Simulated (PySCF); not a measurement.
## Calculated NMR data

Theory: coordinates at the GFN2-xTB level, GIAO PBE0/pcSseg-1 shieldings, in PySCF 2.14 (a single conformation, gas phase, no relativistic terms, rapidly exchanging positions averaged).

δ = σ(ref) − σ, references computed at the same level: TMS for $^{1}$H and $^{13}$C. Where no couplings were computed, multiplicities follow the n + 1 count of equivalent neighbours, and m marks all less simple cases (inequivalent or close neighbours, rings, F or P nearby). Shifts are as computed. Against solution values, carbons near 30 ppm lie about +3 ppm off and those near 130 ppm about +5 ppm; carbons on Cl a further +6 ppm. Of 1211 compounds with measured shifts, 218 miss one by over three times the rms of a fit or turn the order of signals round; such compounds aren't used in these exercises. Carbons bonded to Cl come out too deshielded.

Compound 1 (C₇H₈Cl₂). $^{1}$H NMR (400 MHz, computed): δ 6.65 (m, 1H), 6.49 (br s, 1H), 6.12 (s, 1H), 5.94 (br s, 1H), 5.67 (m, 1H), 5.59 (br s, 1H), 5.58 (m, 1H), 5.41 (br s, 1H). $^{13}$C{$^{1}$H} NMR (computed): δ 162.2, 155.6, 144.4, 132.1, 128.1, 126.8, 83.2. Structure: `C=CC(=C)C(=C)C(Cl)Cl`.

Compound 2 (C₉H₁₀). $^{1}$H NMR (400 MHz, computed): δ 6.26 (d, 1H), 2.15 (m, 1H), 1.99 (m, 1H), 1.92 (s, 3H), 1.12 (m, 1H), 1.08 (m, 1H), 0.81 (m, 1H), 0.70 (m, 1H). $^{13}$C{$^{1}$H} NMR (computed): δ 137.4 (C), 102.0 (CH), 92.6 (C), 73.5 (C), 14.8 (CH2), 14.4 (CH2), 10.9 (CH), 9.3 (CH), 4.8 (CH3). Structure: `CC#C[C@@H]1C=C1C1CC1`.
